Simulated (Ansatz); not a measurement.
Al₅As₄H₁₆, a cluster cut from zinc blende AlAs (hydrogen-capped). Total charge 0; doublet. Geometry PBE-D4/def2-SVP, that of the charge -1 singlet.

Cartesian coordinates in Å:
```
As -0.994 1.747 0.912
As 0.741 0.825 -2.342
As 1.853 -0.655 1.692
As -1.082 -1.883 -0.391
Al 0.811 1.472 2.615
Al -0.249 2.864 -1.193
Al -2.611 -0.173 0.658
Al -0.347 -1.438 -2.735
Al 0.700 -2.835 1.075
H -1.852 2.842 1.553
H 2.095 0.559 -1.685
H 1.315 1.292 -3.681
H 3.036 -1.008 2.596
H 2.702 -0.248 0.488
H -1.998 -3.095 -0.584
H 1.929 2.632 2.539
H 0.223 1.048 4.055
H 0.949 3.917 -0.954
H -1.494 3.295 -2.122
H -3.755 0.237 -0.403
H -3.055 -0.688 2.121
H -1.592 -1.130 -3.712
H 0.805 -2.450 -3.234
H 0.105 -3.392 2.466
H 1.766 -3.734 0.265
```

Single mean-field runs in def2-TZVP are fitted with def2-universal-jkfit. At LDA (SPW92)/def2-TZVP, PBE-D4/def2-TZVP the gap within one spin of the charge 0 doublet nearly closes, so an electron or hole may be smeared out by delocalisation error.

**Question.** Estimate the α-spin orbital energies around the gap (eV) in Ansatz with LDA (SPW92)/def2-TZVP, PBE-D4/def2-TZVP, PBE0-D4/def2-TZVP.

**Answer.** 
```json
{"orbital": "HOMO−5", "LDA (SPW92)/def2-TZVP": "-7.24", "PBE-D4/def2-TZVP": "-7.16", "PBE0-D4/def2-TZVP": "-8.28"}
{"orbital": "HOMO−4", "LDA (SPW92)/def2-TZVP": "-7.10", "PBE-D4/def2-TZVP": "-7.07", "PBE0-D4/def2-TZVP": "-8.28"}
{"orbital": "HOMO−3", "LDA (SPW92)/def2-TZVP": "-7.00", "PBE-D4/def2-TZVP": "-6.96", "PBE0-D4/def2-TZVP": "-8.18"}
{"orbital": "HOMO−2", "LDA (SPW92)/def2-TZVP": "-6.98", "PBE-D4/def2-TZVP": "-6.95", "PBE0-D4/def2-TZVP": "-8.12"}
{"orbital": "HOMO−1", "LDA (SPW92)/def2-TZVP": "-6.96", "PBE-D4/def2-TZVP": "-6.94", "PBE0-D4/def2-TZVP": "-7.96"}
{"orbital": "HOMO", "LDA (SPW92)/def2-TZVP": "-6.90", "PBE-D4/def2-TZVP": "-6.86", "PBE0-D4/def2-TZVP": "-7.92"}
{"orbital": "LUMO", "LDA (SPW92)/def2-TZVP": "-2.59", "PBE-D4/def2-TZVP": "-2.47", "PBE0-D4/def2-TZVP": "-1.81"}
{"orbital": "LUMO+1", "LDA (SPW92)/def2-TZVP": "-2.00", "PBE-D4/def2-TZVP": "-1.75", "PBE0-D4/def2-TZVP": "-1.02"}
{"orbital": "LUMO+2", "LDA (SPW92)/def2-TZVP": "-1.84", "PBE-D4/def2-TZVP": "-1.59", "PBE0-D4/def2-TZVP": "-0.92"}
{"orbital": "LUMO+3", "LDA (SPW92)/def2-TZVP": "-1.76", "PBE-D4/def2-TZVP": "-1.55", "PBE0-D4/def2-TZVP": "-0.78"}
{"orbital": "LUMO+4", "LDA (SPW92)/def2-TZVP": "-1.62", "PBE-D4/def2-TZVP": "-1.40", "PBE0-D4/def2-TZVP": "-0.73"}
{"orbital": "LUMO+5", "LDA (SPW92)/def2-TZVP": "-1.43", "PBE-D4/def2-TZVP": "-1.29", "PBE0-D4/def2-TZVP": "-0.49"}
{"orbital": "β HOMO", "LDA (SPW92)/def2-TZVP": "-6.80", "PBE-D4/def2-TZVP": "-6.77", "PBE0-D4/def2-TZVP": "-7.70"}
{"orbital": "β LUMO", "LDA (SPW92)/def2-TZVP": "-6.82", "PBE-D4/def2-TZVP": "-6.75", "PBE0-D4/def2-TZVP": "-6.77"}
```
